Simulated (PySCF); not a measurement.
Geometry (Å), atoms numbered from 1 in this order:
```xyz
12

C     2.2095    0.1483    0.3894
C     0.7197    0.0173    0.1533
P     0.0862   -1.5866    0.3974
C    -1.5988   -1.5133    0.0232
P    -2.7077   -0.2933   -0.4862
C    -1.7301    1.1472   -0.5940
Cl   -2.6420    2.5582   -1.0775
P    -0.0484    1.5081   -0.3138
H     2.4728    1.1295    0.8137
H     2.7635    0.0453   -0.5588
H     2.5802   -0.6331    1.0702
H    -2.0931   -2.4874    0.1465
```

Method: shielding tensors at HF/pcSseg-1 (GIAO), geometry from PBE0-D3(BJ)/def2-SVP, in PySCF 2.14 (isolated molecule, averaged over atoms made equivalent by symmetry, fast rotation or ring inversion, single conformer, relativity neglected).

δ = σ(ref) − σ, references computed at the same level: TMS for 13C (σ = 190.85 ppm), 1H (σ = 31.69 ppm); 31P (σ = 356.22 ppm) against H3PO4; HCl for 35Cl (σ = 955.90 ppm).

```
     atoms  nucleus  count  δ (ppm)
       H12       1H      1    10.41
        C4      13C      1        ?
H9/H10/H11       1H      3     3.29
        P5      31P      1    306.0
        P3      31P      1    301.5
        C6      13C      1        ?
        P8      31P      1        ?
       Cl7     35Cl      1      217
        C2      13C      1    222.5
        C1      13C      1     26.0
```

Problem. Complete the table.

Solution. 
- C6: 224.1 ppm, aromatic carbon bearing chlorine
- C4: 196.9 ppm, aromatic CH
- P8: 327.1 ppm, phosphorus bonded to 2 C, in a 6-membered ring

Carbons that carry Cl, above all several Cl atoms, come out too deshielded, partly because spin–orbit coupling is missing. Shifts are as computed. Against solution values, carbons near 30 ppm lie about -0 ppm off and those near 130 ppm about +7 ppm. Of 1313 compounds with measured shifts, 239 miss one by over three times the rms of a fit or turn the order of signals round; such compounds aren't used in these exercises. Experimental scales use liquid or dissolved standards, which lie at an offset from isolated H3PO4.
